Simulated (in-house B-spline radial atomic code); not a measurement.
Orbital energies and mean radii along the 2-electron series, configuration 1s2. The effective charge is n√(-2ε), a non-relativistic measure. Computed with a B-spline radial code for spherical atoms: Dirac-Hartree-Fock, average of the configuration, finite nuclei.

```csv
ion,Z,energy of 1s1/2 (Eh),mean radius of 1s1/2 (bohr),effective charge of 1s1/2
V21+,23,-252.03,0.065687,22.451
Cr22+,24,-275.24,0.062853,23.462
Mn23+,25,?,?,?
Fe24+,26,?,?,?
Co25+,27,-351.16,0.055617,26.501
Ni26+,28,-378.57,0.05355,27.516
Cu27+,29,-407.05,0.051626,28.533
```

Problem. Fill in the row of Mn23+.

Solution. energy of 1s1/2 (Eh): -299.49; mean radius of 1s1/2 (bohr): 0.060247; effective charge of 1s1/2: 24.474.

Problem. Fill in the row of Fe24+.

Solution. energy of 1s1/2 (Eh): -324.8; mean radius of 1s1/2 (bohr): 0.057843; effective charge of 1s1/2: 25.487.

Problem. How does the screening of 1s1/2 change?

Solution. Z less the effective charge goes from 0.55 at Z = 23 to 0.47 at Z = 29.
